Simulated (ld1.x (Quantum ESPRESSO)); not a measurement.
**Al (Z = 13): one change to an ultrasoft potential, before and after**

ld1.x (Quantum ESPRESSO) 7.5 input, shortened:

```
&input
   title='Al', zed=13., rel=1, dft='WC', iswitch=3,
   config='[Ne] 3s1.75 3p1.25'
 /
 &inputp
   pseudotype=3, tm=.true., lloc=-1, rcloc=1.80,
   nlcc=.false.,
   which_augfun='PSQ', rmatch_augfun_nc=.true.
 /
4
3S  1  0   1.75   0.00  1.70  2.30  0.0
3S  1  0   0.00   1.10  1.70  2.30  0.0
3P  2  1   1.25   0.00  2.25  2.45  0.0
3P  2  1   0.00   0.10  2.25  2.45  0.0
 &test
   configts(1)='3s1.75 3p1.25'
 /
```

Change: functional LDA (PZ).

Cutoffs: the cutoffs (Ry, on a coarse ladder) from which the occupation-weighted sum of valence levels, in a spherical-Bessel basis at the reference potential, stays within 10 and 1 mRy of its value at 400 Ry; they do not see the model core or the augmentation charge, which bear on the density cutoff. Errors are all-electron minus pseudo energies relative to the spin-unpolarised reference configuration.

Problem. What does the change do?

Solution. Both files are so soft that the ladder of cutoffs tells neither apart; the number of tests with a reliable result goes from 7 to 9; of the 7 tests that both files solve, the error grows in 5 and shrinks in 0 by more than 15 % and 0.3 meV (median size 0.5 → 0.9 meV); neither file shows a bound ghost.

| quantity | base | changed |
| --- | --- | --- |
| cutoff, loose | 6 Ry | 6 Ry |
| cutoff, tight | 8 Ry | 8 Ry |
| bound ghosts | none | none |
| error for 3s2 3p1, meV [ΔE -1.27 eV] | +0.4 | +0.6 |
| error for 3s2 3p0, meV [ΔE 4.47 → 4.58 eV] | -0.4 | +0.9 |
| error for 3s1 3p0, meV [ΔE 23.66 → 23.96 eV] | -11 | +60 |
| error for 3s2 3p0.5, meV [ΔE 0.81 → 0.86 eV] | +0.5 | +0.5 |
| error for 3s2 3p1.3, meV [ΔE -1.83 → -1.87 eV] | +0.2 | +0.6 |
| error for 3s1 3p1, meV [ΔE 10.27 → 10.40 eV] | +2.0 | +13 |
| error for 3s1 3p2, meV [ΔE 3.86 → 3.89 eV] | +3.6 | +5.9 |
| s: phases at 2.66 bohr within 0.05 rad from the reference energy up to (Ry; the scan ends near 5) | 3.2 | 3.2 |
| p: phases at 2.66 bohr within 0.05 rad from the reference energy up to (Ry; the scan ends near 5) | 3.4 | 3.4 |
| lowest overlap eigenvalue by channel | s 0.45, p 0.81 | s 0.43, p 0.81 |
